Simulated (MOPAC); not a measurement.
A run for MOPAC: AM1 on CH4OSi (SMILES CO[SiH]), a point of a torsion scan.

```
AM1 1SCF PRECISE CHARGE=0 THREADS=1
CH4OSi

C     -0.77271821 1    -0.20654682 1     0.05965552 1
O     -0.27638370 1     1.00954689 1    -0.41335190 1
Si    -0.79161396 1     2.08952196 1    -1.50857543 1
H     -0.24782071 1    -1.02988501 1    -0.43293207 1
H     -1.84499343 1    -0.30918314 1    -0.13305435 1
H     -0.59553524 1    -0.26264370 1     1.13561363 1
H     -2.11770819 1     1.50865259 1    -1.89958511 1
```

Output:

```
*******************************************************************************
 **                                                                           **
 **                              MOPAC v23.2.5                                **
 **                                                                           **
 *******************************************************************************
 ** MOPAC's Digital Object Identifier: https://doi.org/10.5281/zenodo.6511958 **
 **                                                                           **
 ** Please cite the open-source release paper for use of this MOPAC version:  **
 ** J. E. Moussa and J. J. P. Stewart (2026)                                  **
 ** MOPAC: An open-source semiempirical molecular orbital program             **
 ** J. Open Source Softw., 11(119), 8025, https://doi.org/10.21105/joss.08025 **
 *******************************************************************************

                              AM1 CALCULATION RESULTS

 *******************************************************************************
 *  AM1        - The AM1 Hamiltonian to be used
 *
 *
 *
 *                 CHARGE ON SYSTEM = 0
 *
 *
 *
 *  PRECISE    - TIGHTER CRITERIA TO BE USED
 *  1SCF       - DO 1 SCF AND THEN STOP
 *  THREADS=1  - MULTI-THREADING NOT USED
 *  T=         - A TIME OF 172800.0 SECONDS REQUESTED
 *  DUMP=N     - RESTART FILE WRITTEN EVERY 7200.0 SECONDS REQUESTED
 *******************************************************************************
AM1 1SCF PRECISE CHARGE=0 THREADS=1
 CH4OSi

   ATOM   CHEMICAL          X               Y               Z
  NUMBER   SYMBOL      (ANGSTROMS)     (ANGSTROMS)     (ANGSTROMS)

     1       C         -0.77271821  *  -0.20654682  *   0.05965552  *
     2       O         -0.27638370  *   1.00954689  *  -0.41335190  *
     3      Si         -0.79161396  *   2.08952196  *  -1.50857543  *
     4       H         -0.24782071  *  -1.02988501  *  -0.43293207  *
     5       H         -1.84499343  *  -0.30918314  *  -0.13305435  *
     6       H         -0.59553524  *  -0.26264370  *   1.13561363  *
     7       H         -2.11770819  *   1.50865259  *  -1.89958511  *



          CARTESIAN COORDINATES

    NO.       ATOM           X           Y           Z

     1         C         -0.7727     -0.2065      0.0597
     2         O         -0.2764      1.0095     -0.4134
     3        Si         -0.7916      2.0895     -1.5086
     4         H         -0.2478     -1.0299     -0.4329
     5         H         -1.8450     -0.3092     -0.1331
     6         H         -0.5955     -0.2626      1.1356
     7         H         -2.1177      1.5087     -1.8996

  H: (AM1): M.J.S. DEWAR ET AL, J. AM. CHEM. SOC. 107 3902-3909 (1985)
  C: (AM1): M.J.S. DEWAR ET AL, J. AM. CHEM. SOC. 107 3902-3909 (1985)
  O: (AM1): M.J.S. DEWAR ET AL, J. AM. CHEM. SOC. 107 3902-3909 (1985)
 Si: (AM1): M.J.S.DEWAR, C. JIE, ORGANOMETALLICS, 6, 1486-1490 (1987).

           Empirical Formula: C H4 O Si  =     7 atoms



      MOLECULAR POINT GROUP   :   C1


      RHF CALCULATION, NO. OF DOUBLY OCCUPIED LEVELS = 9


 -------------------------------------------------------------------------------
 AM1 1SCF PRECISE CHARGE=0 THREADS=1
 CH4OSi



     1SCF WAS SPECIFIED, SO BFGS WAS NOT USED
     SCF FIELD WAS ACHIEVED


                              AM1 CALCULATION
                                                       MOPAC v23.2.5 Linux




          FINAL HEAT OF FORMATION =        -10.86774 KCAL/MOL =     -45.47062 KJ/MOL


          COSMO AREA              =        106.14 SQUARE ANGSTROMS
          COSMO VOLUME            =         93.68 CUBIC ANGSTROMS

          IONIZATION POTENTIAL    =          7.690605 EV
          HOMO LUMO ENERGIES (EV) =         -7.691 -0.336
          NO. OF FILLED LEVELS    =          9
          MOLECULAR WEIGHT        =         60.1275         POINT GROUP:  C1

          MOLECULAR DIMENSIONS (Angstroms)

            Atom       Atom       Distance
            H     7    H     6     3.82974
           Si     3    H     5     2.36302
            H     6    H     4     1.59094


          SCF CALCULATIONS        =          1





   ATOM   CHEMICAL          X               Y               Z
  NUMBER   SYMBOL      (ANGSTROMS)     (ANGSTROMS)     (ANGSTROMS)

     1       C         -0.77271821  *  -0.20654682  *   0.05965552  *
     2       O         -0.27638370  *   1.00954689  *  -0.41335190  *
     3      Si         -0.79161396  *   2.08952196  *  -1.50857543  *
     4       H         -0.24782071  *  -1.02988501  *  -0.43293207  *
     5       H         -1.84499343  *  -0.30918314  *  -0.13305435  *
     6       H         -0.59553524  *  -0.26264370  *   1.13561363  *
     7       H         -2.11770819  *   1.50865259  *  -1.89958511  *

                             CARTESIAN COORDINATES

   1    C       -0.772718210    -0.206546820     0.059655520
   2    O       -0.276383700     1.009546890    -0.413351900
   3   Si       -0.791613960     2.089521960    -1.508575430
   4    H       -0.247820710    -1.029885010    -0.432932070
   5    H       -1.844993430    -0.309183140    -0.133054350
   6    H       -0.595535240    -0.262643700     1.135613630
   7    H       -2.117708190     1.508652590    -1.899585110


           Empirical Formula: C H4 O Si  =     7 atoms



      MOLECULAR POINT GROUP   :   C1


                  EIGENVALUES
 -38.19325 -27.82377 -18.21064 -16.47176 -16.20564 -12.96664 -11.81253 -11.32803
  -7.69061  -0.33608   1.13998   2.50618   4.07986   4.20919   4.50951   5.45071


              NET ATOMIC CHARGES AND DIPOLE CONTRIBUTIONS

  ATOM NO.   TYPE          CHARGE      No. of ELECS.   s-Pop       p-Pop
    1          C          -0.010888        4.0109     1.22141     2.78947
    2          O          -0.559323        6.5593     1.81506     4.74426
    3         Si           0.728375        3.2716     1.49719     1.77444
    4          H           0.066564        0.9334     0.93344
    5          H           0.051850        0.9482     0.94815
    6          H           0.080789        0.9192     0.91921
    7          H          -0.357367        1.3574     1.35737
 DIPOLE           X         Y         Z       TOTAL
 POINT-CHG.     0.879     1.511    -0.641     1.862
 HYBRID        -1.723    -3.319     1.246     3.942
 SUM           -0.844    -1.808     0.605     2.085


          ATOMIC ORBITAL ELECTRON POPULATIONS

     Atom    s        px        py        pz
    1  C   1.22141   0.96572   0.83270   0.99105
    2  O   1.81506   1.72596   1.35428   1.66403
    3 Si   1.49719   0.63478   0.79004   0.34962
    4  H   0.93344
    5  H   0.94815
    6  H   0.91921
    7  H   1.35737

 **********************
 *                    *
 * JOB ENDED NORMALLY *
 *                    *
 **********************




 == MOPAC DONE ==
```

The run finished.

Cost: very roughly 0.04 core-seconds.
